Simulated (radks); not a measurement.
The gadolinium ion Gd3+, 61 electrons, occupied as [Kr] 4d10 4f7 5p6 5f2 (not the ground configuration). Calculated with a radial shooting solver on a logarithmic mesh with Libxc functionals: Dirac Kohn-Sham, PBE, spin-unpolarised, spherical densities, finite nucleus; open shells fill j = l - 1/2 first; Fermi nuclear charge, rms radius 5.1569 fm.

X-ray form factor f0, the Fourier transform of the density (f0(0) = 61):

sin(theta)/lambda (1/angstrom)  f0 (electrons)
0.05                                    59.965
0.1                                     57.545
0.15                                    54.730
0.2                                     51.835
0.25                                    48.868
0.3                                     45.898
0.4                                     40.362
0.5                                     35.640
0.6                                     31.649
0.8                                     25.346
1                                       20.951
1.25                                    17.499
1.5                                     15.242
2                                       11.620
